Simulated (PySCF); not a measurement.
## Spinor energies of In(48+) (indium, charge +48)

Start: 1s1; 1s1/2 filled at m_j = +1/2. Calculated with PySCF 2.14 in an uncontracted even-tempered set (15 s from 110 bohr⁻², ratio 2.4; 10 p from 140 bohr⁻², ratio 2.4; 3 d from 430 bohr⁻², ratio 2.6; 3 f from 650 bohr⁻², ratio 2.6): generalised Hartree-Fock with the X2C-1e Hamiltonian and a Gaussian nucleus; one run each with spin-orbit coupling (SO) switched off, then screened by Boettger's factors.

| spinor shell | electrons | ε, spin-free (eV) | ε, screened SO (eV) | weight of nominal j (screened SO) | rms radius, screened SO (bohr) |
| --- | --- | --- | --- | --- | --- |
| 1s1/2 | 1 | -33782.3 | -33782.3 | 1.000 | 0.0334 |

```tsv
quantity	spin-free	screened SO
E (hartree)	-1241.47604	-1241.47604
M_J	1/2	1/2
⟨J²⟩	0.750	0.750
⟨L²⟩	0.000	0.000
⟨S²⟩	0.750	0.750
```

Breit and QED terms are absent; they matter most for the inner s and p1/2 levels.

Densities and radii are taken from the X2C orbitals without a picture-change correction, which distorts them close to the nucleus.

Without spin-orbit coupling the j labels of p, d and f shells carry no meaning; the spin-free column gives the mean over the occupied spinors of each nl shell.
